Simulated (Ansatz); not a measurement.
Reaction (formal exchange of groups at the Se–Ge bond): `C[O][Ge]([F])([F])[SeH]` + `B1O[SiH2]1` → `[SeH][SiH]1BO1` + `C[O][GeH]([F])[F]`

Isolated molecules relaxed with PBE0-D4/def2-TZVP in Ansatz; ΔE leaves out vibrations. CCSD(T)/CBS adds triple-zeta CCSD(T) − MP2 to the extrapolated MP2 energy (def2 sets, frozen cores). DFT in def2-TZVPP. B3LYP here is the variant with VWN-RPA as its local correlation; programs differ in this. For Ge, Se outer-core shells are correlated without core-valence functions, which leaves a few kJ/mol of doubt a bond. Scalar relativity is left out up to krypton. Each species was taken in one conformer, which may not be the lowest.

| level | ΔE (eV) |
| --- | --- |
| ωB97M-V | -0.15 |
| r2SCAN | -0.16 |
| B3LYP | -0.14 |
| SCS-MP2/def2-QZVPP | -0.17 |

What does CCSD(T)/CBS give? (Best estimate.)

Ansatz gave: -0.17 eV. The listed levels differ from it by 0.02, 0.01, 0.03, 0.00 eV.

Largest T1 diagnostic among the species: 0.017.
